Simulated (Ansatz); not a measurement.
`N[SiH2][SeH]` and `N[SiH3]` differ in one atom or group.

Ansatz, PBE0-D4/def2-TZVP geometries, multiplicity 1. Each molecule was computed in one conformer, which needn't be the lowest.

Scalar relativity is left out up to krypton. Spin–orbit coupling is left out; it splits and shifts lone-pair levels of the heavy atoms by tenths of an eV.

```csv
property,`N[SiH2][SeH]`
LUMO energy (PBE0/def2-TZVPP) / eV,0.19
HOMO–LUMO gap (PBE0/def2-TZVPP) / eV,7.07
HOMO energy (B3LYP/def2-TZVPP) / eV,-6.63
HOMO energy (PBE0/def2-TZVPP) / eV,-6.88
zero-point energy (PBE0-D4/def2-TZVP) / kJ/mol,135.3
HOMO energy (ωB97M-V/def2-TZVPP) / eV,-9.04
```

**Question.** What does the change do to each property? (Best estimate.)

**Answer.** The calculation gave: 
```
                                      property  `N[SiH3]`  shift
            LUMO energy (PBE0/def2-TZVPP) / eV       0.34   0.15
          HOMO–LUMO gap (PBE0/def2-TZVPP) / eV       7.76   0.69
           HOMO energy (B3LYP/def2-TZVPP) / eV      -7.19  -0.56
            HOMO energy (PBE0/def2-TZVPP) / eV      -7.42  -0.54
zero-point energy (PBE0-D4/def2-TZVP) / kJ/mol      132.0   -3.3
         HOMO energy (ωB97M-V/def2-TZVPP) / eV      -9.78  -0.74
```

With PBE0 the HOMO falls by 0.54 eV and the LUMO rises by 0.15 eV, so the gap widens by about 0.69 eV. PBE moves the HOMO by -0.29 eV and ωB97M-V by -0.74 eV. The zero-point energy changes by -3.3 kJ/mol with -3 modes.

B3LYP here is the variant with VWN-RPA as its local correlation; programs differ in this.
